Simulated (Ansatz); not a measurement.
CH$_{5}$AlSSi. The species carries charge 0 and has multiplicity 1. The bonds changed during the relaxation, so this is another structure than the one it started from.

Z-matrix (Å, degrees):
```
Al
S 1 2.430
C 1 1.961 2 51.9
H 1 1.583 2 109.7 3 111.6
H 1 1.586 2 110.7 3 -107.1
Si 2 2.131 1 84.6 3 45.2
H 3 1.086 1 129.4 2 106.2
H 6 1.478 2 113.4 1 -157.6
H 6 1.476 2 117.4 1 66.0
```

**Question.** Give the diagnostics of a CCSD(T)/def2-TZVPP run (frozen core, Ansatz 0.2.0). (Estimate.)

**Answer.** Ansatz gave: T1 = 0.0132, largest single amplitude 0.017, largest double 0.015, (T) share of the correlation energy 4.6 %, 9 CCSD cycles. The RHF solution is stable towards an unrestricted one. T1 lies under the customary mark of 0.02 for closed shells.
